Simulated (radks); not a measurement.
The numbers below are computed, except where a source is named.
All-electron atom: the oxygen ion O2+ in [He] 2s2 2p2. Code: a radial shooting solver on a logarithmic mesh with Libxc functionals. Model: scalar-relativistic Kohn-Sham, r2SCAN, spin-unpolarised, spherical densities, finite nucleus; meta-GGA in the generalised Kohn-Sham scheme; Fermi nuclear charge, rms radius 2.6991 fm.

Normalised radial functions P(r) = r R(r), r in bohr:

```
   r/bohr * 1s, o 2s, + 2p (the largest magnitude, 2.02, reaches the edge; | marks zero, & curves that meet)
 0.006275                             +o *
 0.007665                             +o  *
 0.009437                             +o   *
  0.01153                             + o   *
  0.01408                             + o    *
  0.01733                             + o      *
  0.02117                             +  o      *
  0.02586                             +  o        *
  0.03158                             +   o         *
  0.03889                             +   o            *
   0.0475                             +    o             *
  0.05801                             |+   o               *
  0.07142                             |+    o                *
  0.08724                             |+    o                  *
   0.1066                             | +   o                    *
   0.1312                             |  +  o                    *
   0.1602                             |  + o                    *
   0.1957                             |   o+                   *
    0.239                             | o   +               *
   0.2943                            o|      +          *
   0.3595                         o   |        +   *
   0.4391                      o      |        *+
   0.5406                  o          |    *      +
   0.6603                o            |  *         +
   0.8064               o             |*           +
   0.9929                o            *           +
    1.213                  o          *         +
    1.481                     o       *       +
    1.809                        o    *     +
    2.228                          o  *  +
    2.721                            o* +
    3.323                             &+
```

1s: eigenvalue -563.57 eV, 0 radial nodes, <r> = 0.199 bohr, 90 % of the charge inside 0.356 bohr. 2s: eigenvalue -59.633 eV, 1 radial node at r = 0.275 bohr, <r> = 1.03 bohr, 90 % of the charge inside 1.61 bohr. 2p: eigenvalue -43.232 eV, 0 radial nodes, <r> = 1.01 bohr, 90 % of the charge inside 1.67 bohr.
